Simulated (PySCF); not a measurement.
Job file and geometry (Å, from GFN2-xTB) of an NMR shielding run on `CS[Si@H](P)C1CC1`, C₄H₁₁PSSi, PySCF 2.14.0, density-fitted response routines, GIAO PBE0/pcSseg-1 NMR shielding, non-relativistic, gas phase; density fitting, a coarse starting grid and PySCF grid level 2 are the driver's defaults:

```
$ OMP_NUM_THREADS=1 python probes_run.py task.json out

{"job": {"kind": "nmr", "xc": "PBE0", "basis": "pcSseg-1"}, "charge": 0, "multiplicity": 1}
C      3.065326     0.241232    -0.346003
S      1.659315    -0.912168    -0.339206
Si     0.030737     0.441422    -0.746131
P      0.442136     2.422191     0.240649
C     -1.559449    -0.257739    -0.024623
C     -2.234075    -1.422700    -0.696131
C     -1.581041    -1.612248     0.627669
H      2.837566     1.095399     0.288285
H      3.917539    -0.299542     0.051445
H      3.269754     0.562838    -1.362745
H     -0.067999     0.545573    -2.212914
H     -0.757037     2.964120    -0.175205
H      1.123345     2.947728    -0.840975
H     -2.225305     0.480552     0.407834
H     -1.756986    -1.853109    -1.562842
H     -3.312898    -1.424794    -0.747951
H     -0.656187    -2.167571     0.662607
H     -2.203502    -1.744866     1.499820
```

Problem. What does the program print?

Solution. 
```
coarse grid: 16040 points
cycle   1  E = -1187.3502431712  dE =  6.705e-01  |g| = 3.715e-01  |ddm| = 3.800e+00
cycle   2  E = -1187.3427432886  dE =  7.500e-03  |g| = 4.214e-01  |ddm| = 9.067e-01
cycle   3  E = -1187.3898115989  dE = -4.707e-02  |g| = 4.052e-02  |ddm| = 5.031e-01
cycle   4  E = -1187.3901819424  dE = -3.703e-04  |g| = 1.375e-02  |ddm| = 5.825e-02
cycle   5  E = -1187.3902268709  dE = -4.493e-05  |g| = 4.133e-03  |ddm| = 2.105e-02
cycle   6  E = -1187.3902307400  dE = -3.869e-06  |g| = 1.412e-03  |ddm| = 5.963e-03
final grid: 139528 points
cycle   7  E = -1187.4335569669  dE = -3.182e-05  |g| = 9.470e-03  |ddm| = 3.056e-02
cycle   8  E = -1187.4335442587  dE =  1.271e-05  |g| = 1.180e-02  |ddm| = 1.774e-02
cycle   9  E = -1187.4335794965  dE = -3.524e-05  |g| = 4.049e-04  |ddm| = 1.002e-02
cycle  10  E = -1187.4335795287  dE = -3.223e-08  |g| = 1.728e-04  |ddm| = 6.938e-04
cycle  11  E = -1187.4335795365  dE = -7.776e-09  |g| = 4.159e-05  |ddm| = 2.404e-04
cycle  12  E = -1187.4335795369  dE = -3.970e-10  |g| = 1.058e-05  |ddm| = 4.303e-05
converged SCF energy = -1187.4335795369

GIAO shielding tensors (ppm)
atom      isotropic    diamagn.    paramagn.     s11        s22        s33       span
  0 C      173.838     251.564     -77.726    162.287    169.711    189.516     27.229
  1 S      707.828    1060.760    -352.932    625.064    666.074    832.348    207.284
  2 Si     336.894     880.939    -544.045    289.559    344.816    376.306     86.747
  3 P      606.988     968.473    -361.485    547.780    611.805    661.378    113.598
  4 C      188.030     253.864     -65.834    160.207    174.597    229.284     69.077
  5 C      179.597     255.879     -76.282    152.324    175.076    211.391     59.067
  6 C      180.177     250.629     -70.452    150.137    177.806    212.588     62.452
  7 H       29.849      31.094      -1.245     22.796     31.037     35.713     12.917
  8 H       29.616      28.996       0.621     23.458     26.562     38.829     15.371
  9 H       29.802      29.599       0.203     24.437     26.838     38.130     13.692
 10 H       25.956      30.353      -4.397     23.131     23.397     31.338      8.207
 11 H       30.663      30.993      -0.331     25.049     28.152     38.787     13.738
 12 H       30.459      30.683      -0.223     24.769     28.012     38.597     13.827
 13 H       31.966      32.687      -0.721     23.615     30.142     42.143     18.528
 14 H       31.375      32.040      -0.665     24.689     29.868     39.568     14.879
 15 H       30.885      30.460       0.424     24.788     26.154     41.711     16.923
 16 H       30.982      31.881      -0.899     23.452     30.368     39.128     15.676
 17 H       30.897      30.299       0.598     25.038     26.079     41.576     16.538
```

Problem. Turn these shieldings into chemical shifts. Chemical shifts δ = σref − σ; TMS for ¹³C (σ = 186.93 ppm) and ²⁹Si (σ = 349.16 ppm) and ¹H (σ = 31.72 ppm); CS2 for ³³S (σ = 503.73 ppm); ³¹P (σ = 318.38 ppm) vs H3PO4, all at this level.

Solution. Averaging equivalent atoms: C 0: 13.1; C 5: 7.3; C 6: 6.7; C 4: -1.1; S 1: -204; Si 2: 12.3; P 3: -288.6; H 10: 5.76; H 7/8/9: 1.96; H 11/12: 1.16; H 15: 0.83; H 17: 0.82; H 16: 0.73; H 14: 0.34; H 13: -0.25 ppm. Experimental scales use liquid or dissolved standards, which lie at an offset from isolated H3PO4.

Size and cost of the density-fitted run: 195 basis functions, 33 s wall time on 1 thread of an Arm Neoverse V2, shared host; peak memory 0.87 GiB.
